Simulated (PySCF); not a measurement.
H3B3Cl2N3, doublet, geometry from GFN2-xTB. Base run: R2SCAN/6-31G (PySCF).

PySCF was given this input:
```python
from pyscf import gto, scf, dft

mol = gto.Mole()
mol.atom = '''
    Cl   -2.712040    0.848324    0.367754
    B    -1.236497    0.007581    0.008625
    N    -1.254505   -1.298651   -0.539166
    B    -0.062099   -2.006280   -0.841216
    N     1.172253   -1.358720   -0.575048
    B     1.235073   -0.053597   -0.027919
    Cl    2.760363    0.712867    0.286840
    N     0.019134    0.618165    0.259191
    H    -2.153273   -1.724722   -0.713914
    H     2.043289   -1.828598   -0.775964
    H     0.047945    1.549004    0.649484
'''
mol.basis = '6-31g'
mol.charge = 0
mol.spin = 1
mol.verbose = 4
mol.symmetry = True
mol.build()

mf = dft.UKS(mol)
mf.xc = 'r2scan'
mf.kernel()
mf.analyze()
```

The base run was repeated with changes; each row names its change, and settings that it needs were set with it.

```tsv
change	ΔE vs base (mEh)	point group used	SCF cycles
base	0.000	C2v	12
irrep_nelec = A1:(18, 16) A2:(3, 3) B1:(3, 4) B2:(13, 13)	315.7	C2v	14
irrep_nelec = A1:(17, 16) A2:(3, 3) B1:(3, 4) B2:(14, 13)	376.4	C2v	15
irrep_nelec = A1:(17, 16) A2:(3, 3) B1:(5, 4) B2:(12, 13)	295.6	C2v	13
symmetry = off	0.000	C1	12
symmetry_subgroup = C2	0.000	C2	12
symmetry_subgroup = Cs	0.000	Cs	12
irrep_nelec = A1:(16, 16) A2:(3, 3) B1:(4, 4) B2:(14, 13)	288.0	C2v	13
```

Open shells are given as the SCF converged; they aren't shown to be the lowest states, and a large step between rows can be another state.
